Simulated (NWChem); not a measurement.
# AlN$_{2}$H$_{5}$O; SMILES [OH][Al]([NH2])[NH2]

```xyz
9

Al     0.0224    -0.0036     0.0076
O      1.7362     0.1802     0.0279
H      2.3397    -0.5477     0.2353
N     -0.7773    -1.6003    -0.0034
H     -0.3124    -2.4978    -0.1468
H     -1.7829    -1.7482     0.0979
N     -0.9279     1.5013     0.0023
H     -1.9334     1.5807    -0.1512
H     -0.5118     2.4293     0.0929
```
Atoms are numbered in this order, from 1.

Level: PBE-D3(BJ)/def2-SVP (NWChem), optimised geometry, unscaled harmonic frequencies. 

```
frequency (cm⁻¹)  IR intensity (km/mol)
----------------  ---------------------
111                                15.9
192                                 1.4
214                                11.8
244                                55.1
254                               104.6
255                                11.9
299                               240.8
332                                17.9
538                                90.2
606                                77.0
659                                33.4
668                                25.5
874                               164.1
900                               156.9
1470                               60.5
1480                               21.6
3515                               18.8
3523                               19.5
3604                               17.3
3614                               21.1
3836                               57.8
```

```json
{
 "zero_point_energy": "38.8 kcal/mol",
 "thermal correction to the enthalpy at 298.15 K (with zero-point energy)": "44.2 kcal/mol",
 "heat capacity Cv": "25.3 cal/(mol K)",
 "entropy at 298.15 K and 1 atm (symmetry number 1)": "81.7 cal/(mol K)",
 "dipole_moment": "1.61 D"
}
```

Rigid rotor and harmonic oscillator.
